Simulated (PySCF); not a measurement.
Two species compared at the same levels of theory.

First species: C5H13NOSi.
Cartesian coordinates in Å at the GFN2-xTB level; atoms count from 1:
```
atom  x, y, z in Å
C1    -1.615   -1.670    0.138
C2    -0.867   -0.524    0.769
O3    -0.493   -0.539    1.914
C4    -0.637    0.674   -0.138
C5    -1.593    1.786    0.305
C6     0.825    1.145   -0.027
N7     1.767    0.262   -0.659
Si8    2.498   -1.095    0.104
H9    -0.998   -2.104   -0.647
H10   -2.535   -1.309   -0.316
H11   -1.841   -2.430    0.881
H12   -0.849    0.401   -1.177
H13   -1.401    2.043    1.344
H14   -1.452    2.673   -0.308
H15   -2.628    1.463    0.214
H16    1.085    1.218    1.030
H17    0.909    2.142   -0.477
H18    1.638    0.232   -1.660
H19    1.610   -2.235    0.380
H20    3.505   -1.515   -0.870
H21    3.063   -0.600    1.354
```

Second species: C5H11NSSi.
SMILES with atom numbers: `[CH3:1][C:2]#[C:3][CH2:4][N:5]([CH3:6])[SiH2:7][SH:8]` (hydrogens: H9, H10, H11 on C1; H12, H13 on C4; H14, H15, H16 on C6; H17, H18 on Si7; H19 on S8)

Levels: PBE0/pcSseg-1 for dipole moment, HOMO energy, LUMO energy and HOMO–LUMO gap; GFN2-xTB for rotational constant A and rotational constant C. Geometries: GFN2-xTB. All species are isolated and taken at one optimised geometry, non-relativistic unless stated. Electronic properties by PySCF.

The conformers computed, where there is a choice (atom-mapped SMILES and torsion angles):
- `[CH3:1][C:2](=[O:3])[C@@H:4]([CH3:5])[CH2:6][NH:7][SiH3:8]`: C1–C2–C4–C5 106°, C2–C4–C6–N7 72°, C4–C6–N7–Si8 -87°
- `[CH3:1][C:2]#[C:3][CH2:4][N:5]([CH3:6])[SiH2:7][SH:8]`: C3–C4–N5–C6 69°, C4–N5–Si7–S8 -171°, H–S8–Si7–N5 165°

```tsv
property	column X	column Y
dipole moment	3.40 D	2.04 D
HOMO energy	-6.70 eV	-6.70 eV
LUMO energy	-0.46 eV	0.45 eV
HOMO–LUMO gap	6.24 eV	7.15 eV
rotational constant A	2.271 GHz	3.012 GHz
rotational constant C	0.943 GHz	0.569 GHz
```

Problem. Which column belongs to which species?

Solution. Column X is the first species and column Y the second. The first has 21 atoms and 72 electrons, the second 19 and 78.

Problem. How does each property change from the first species to the second?

Solution. dipole moment -1.36 D; HOMO energy 0.00 eV; LUMO energy +0.91 eV; HOMO–LUMO gap +0.91 eV; rotational constant A +0.741 GHz; rotational constant C -0.374 GHz.

On the first: A dipole of 3.40 D is allowed in C1, and pure rotational transitions are dipole-allowed. In atomic units the dipole is 1.34 e·bohr (1 au = 2.5417 D).

On the second: A dipole of 2.04 D is allowed in C1, and pure rotational transitions are dipole-allowed. The dipole matches unit charges of opposite sign 0.42 Å apart (1 e·Å = 4.8032 D).
